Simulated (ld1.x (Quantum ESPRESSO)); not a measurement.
# selenium: one change to a PAW potential, before and after

* Element: Se
* Generator: ld1.x (Quantum ESPRESSO) 7.5
* Type: PAW
* Functional: LDA (PZ)
* Relativity: scalar-relativistic
* Frozen core: [Ar]
* Valence charge: 16
* Reference configuration: 3d10 4s2 4p4
* Partial waves: 4s (bound): rcut 1.25, rcutus 1.65 bohr; 4s channel at 2.25 Ry: rcut 1.25, rcutus 1.65 bohr; 4p (bound): rcut 1.15, rcutus 1.35 bohr; 4p channel at 0.9 Ry: rcut 1.15, rcutus 1.35 bohr; 3d (bound): rcut 0.80, rcutus 0.90 bohr; 3d channel at 0.3 Ry: rcut 0.80, rcutus 0.90 bohr
* Local potential: all-electron potential smoothed inside 1.10 bohr (lloc = -1)
* Core correction: a·sin(br)/r model core, default radius (core density twice the valence density)
* Augmentation charge: PSQ, inside the norm-conserving radii

Change: all radii but the core radius scaled by about 1.16 (s 1.92, p 1.58, d 1.04 bohr, rcut 1.46/1.34/0.94); local potential all-electron potential smoothed inside 1.28 bohr (lloc = -1).

Cutoffs: the cutoffs (Ry, on a coarse ladder) from which the occupation-weighted sum of valence levels, in a spherical-Bessel basis at the reference potential, stays within 10 and 1 mRy of its value at 400 Ry; they do not see the model core or the augmentation charge, which bear on the density cutoff. Errors are all-electron minus pseudo energies relative to the spin-unpolarised reference configuration.

Problem. Predict the effect on cutoff, ghosts and configuration errors.

Solution. The potential gets softer (200 Ry and 300 Ry → 140 Ry and 230 Ry); the bound ghost in p disappears; the number of tests that count goes from 9 to 8; of the 8 tests that both files solve, the error grows in 0 and shrinks in 1 by more than 15 % and 0.3 meV (median size 2.2 → 2.1 meV). A larger radius leaves more room for a smooth pseudo-wave, so fewer plane waves are needed.

| quantity | base | changed |
| --- | --- | --- |
| cutoff, loose | 200 Ry | 140 Ry |
| cutoff, tight | 300 Ry | 230 Ry |
| loose cutoff by channel (10 mRy a level) | s 6 Ry, p 6 Ry, d 120 Ry | s 6 Ry, p 8 Ry, d 90 Ry |
| bound ghosts | p | none |
| tests counted (converged, no solver errors) | 9 of 9 | 8 of 9 |
| error for 3d10 4s2 4p3, meV [ΔE 11.01 eV] | -1.8 | -1.7 |
| error for 3d10 4s2 4p2, meV [ΔE 31.57 eV] | -5.6 | -5.6 |
| error for 3d10 4s2 4p1, meV [ΔE 62.72 eV] | -12 | -13 |
| error for 3d10 4s2 4p3.5, meV [ΔE 4.39 eV] | -0.7 | -0.6 |
| error for 3d10 4s2 4p4.3, meV [ΔE -1.64 eV] | +0.3 | +0.3 |
| error for 3d10 4s1 4p4, meV [ΔE 22.59 eV] | -3.0 | -2.4 |
| error for 3d10 4s2 4p4 (spin-polarised), meV [ΔE -0.59 eV] | -0.2 | -0.1 |
| error for 3d10 4s2 4p3 (spin-polarised), meV [ΔE 9.37 eV] | -2.5 | -2.4 |
| lowest overlap eigenvalue by channel | s 0.34, p 0.69, d 0.99 | s 0.36, p 0.59, d 0.23 |

Changed file: Tests not counted: 3d10 4s2 4p0 (solver errors, printed error -2378 eV). A true bound ghost makes a file unfit for plane-wave use even where its test errors are small: the radial tests pick states by their node count and pass the ghost by.
